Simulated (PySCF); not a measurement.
W(O)2(Cl)(SH) (ClHO₂SW), SMILES [O]=[W](=[O])([SH])[Cl], multiplicity 1. Geometry: PBE-D3(BJ)/def2-SVP. The spin state was assumed, not searched. The structure was generated by enumeration; whether it is a known compound was not checked. The def2 effective core potentials stand for the cores of W; spin–orbit coupling is left out. One conformer was computed; it need not be the lowest.

These are PySCF with PBE-D3(BJ)/def2-SVP values and carry that method's errors.

Harmonic wavenumbers (cm⁻¹): 109, 145, 176, 209, 284, 314, 392, 406, 616, 965, 996, 2594. Rotational constants (GHz): 2.590, 1.561, 1.294; symmetry number 1.

Q: Work out the zero-point energy and the ideal-gas rigid-rotor harmonic-oscillator thermochemistry at 298.15 K and 1 atm.

A: ZPE = ½ Σ hcν = ½ × 7206 cm⁻¹ = 10.30 kcal/mol. H − E(el) = 15.31 kcal/mol. Entropy in cal/(mol K): translation 42.83, rotation 28.51, vibration 15.84, total 87.18. G − E(el) = -10.68 kcal/mol. Cp = 23.59 cal/(mol K). Modes under 150 cm⁻¹ make the vibrational entropy uncertain.
